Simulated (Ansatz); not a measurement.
Computed with Ansatz on PBE0-D4/def2-TZVP structures; ΔE is electronic, products minus reactants. CBS: MP2 limit from def2 TZ/QZ plus the TZ coupled-cluster correction, frozen cores. This one scheme is used for every species. DFT in def2-TZVPP. B3LYP here is the variant with VWN-RPA as its local correlation; programs differ in this. Triplets are unrestricted, without spin–orbit coupling. One conformer a species, not always the lowest.

Reaction (formal loss of a carbene): `OBCCCl` → `[CH2]` (triplet) + `OBCCl`

Problem. Is it downhill or uphill in electronic energy at CCSD(T)/CBS, and by how much? (Estimate.)

Solution. Ansatz gave: Uphill: ΔE = +430.7 kJ/mol.

Problem. What do these levels give: r2SCAN-D4, B3LYP-D4, ωB97X-V, B2PLYP, PBE0, B3LYP, HF/def2-TZVPP, SCS-MP2/def2-TZVPP, CCSD/def2-TZVPP, HF/def2-QZVPP, HF/CBS(def2), CCSD/CBS(def2)? (Estimate.)

Solution. Ansatz gave: r2SCAN-D4 405.5, B3LYP-D4 421.1, ωB97X-V 441.2, B2PLYP 420.2, PBE0 421.0, B3LYP 411.5, HF/def2-TZVPP 288.2, SCS-MP2/def2-TZVPP 435.4, CCSD/def2-TZVPP 410.4, HF/def2-QZVPP 288.1, HF/CBS(def2) 288.1, CCSD/CBS(def2) 420.5 kJ/mol.

Largest T1 diagnostic among the species: 0.012.

From PBE to PBE0 (25 % exact exchange), in def2-TZVPP and without D4, ΔE moves by −5.7 kJ/mol. The D4 term adds +9.6 kJ/mol with B3LYP and +5.3 kJ/mol with PBE0; it sums over pairs of atoms, weighted by their polarisabilities, and B3LYP, whose exchange is more repulsive, gets the larger term.
